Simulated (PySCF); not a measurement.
**Working out the electron affinity of Ir**

Ir⁻ [Xe] 4f14 5d8 6s2 (3F) → Ir [Xe] 4f14 5d7 6s2 (4F). Calculation: PySCF 2.14, in def2-TZVPPD with the def2 core potential (60 electrons) (6s5p3d2f1g, 59 functions); scalar relativity through the core potential. Frozen: 5s2 5p6. Energies in hartree (1 hartree = 27.21139 eV):

| part | Ir⁻ (lower) | Ir (upper) |
| --- | --- | --- |
| UHF | -103.437495 | -103.445744 |
| CCSD correlation | -0.282144 | -0.228476 |
| (T) | -0.014846 | -0.009223 |

What does Hartree-Fock give?

(-103.445744) − (-103.437495) = -0.008249 hartree = -0.224 eV.

What do CCSD and CCSD(T) give?

The CCSD correlation energies differ by 0.053668 hartree = 1.460 eV and the triples by 0.005623 hartree = 0.153 eV, so CCSD gives 1.236 eV and CCSD(T) 1.389 eV.

Reference: 1.564 eV (measured; photodetachment measurements, as compiled on the Wikipedia data page of electron affinities), between the lowest levels; spin-orbit coupling is absent from the calculation.

What remains against the reference includes basis incompleteness, the frozen core and higher excitations.
